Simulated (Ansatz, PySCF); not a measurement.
The pair A = SiH4 (SMILES [SiH4]) (first 5 atoms), B = H2 (SMILES [H][H]); geometry from B3LYP-D3(BJ)/def2-TZVP.
(charge 0, multiplicity 1):
```xyz
7

Si     0.0498     0.0563    -0.0127
H      0.1179     0.1442    -1.4887
H     -1.3364    -0.2575     0.4014
H      0.4589     1.3497     0.5799
H      0.9584    -1.0114     0.4624
H     -0.1032    -0.1193     3.3593
H     -0.1434    -0.1590     4.1009
```

Correlated levels freeze the cores. Rows in 6-31G* carry no dispersion term and start afresh at each structure (6-31G* with six Cartesian d functions).

Codes used: Ansatz (Gaussian basis) for Hartree–Fock, density functionals and correlated methods; PySCF for 6-31G* rows. Each number belongs to the level named beside it.

Total energies (hartree), monomers frozen at their geometry in the pair:

```csv
structure,HF/6-31G*,HF/aug-cc-pV(D+d)Z,MP2/aug-cc-pV(D+d)Z
AB,-292.3513883,-292.3787985,-292.5285624
A in the pair's basis,-291.2251253,-291.2504864,-291.3721421
B in the pair's basis,-1.1267265,-1.1288533,-1.1563205
A,-291.2250948,-291.2503257,-291.3718197
B,-1.1266914,-1.1288124,-1.1561302
```

Work out the interaction energy without and with the counterpoise correction, and the superposition error, for each level.


E(AB) − E(A) − E(B), times 627.509 kcal/mol, with the monomers in their own basis and then in the pair's basis:
- HF/6-31G*: 0.25 uncorrected, 0.29 corrected; the monomers gain 0.04 kcal/mol from borrowed functions
- HF/aug-cc-pV(D+d)Z: 0.21 uncorrected, 0.34 corrected; the monomers gain 0.13 kcal/mol from borrowed functions
- MP2/aug-cc-pV(D+d)Z: -0.38 uncorrected, -0.06 corrected; the monomers gain 0.32 kcal/mol from borrowed functions

Ansatz is a first-principles code.
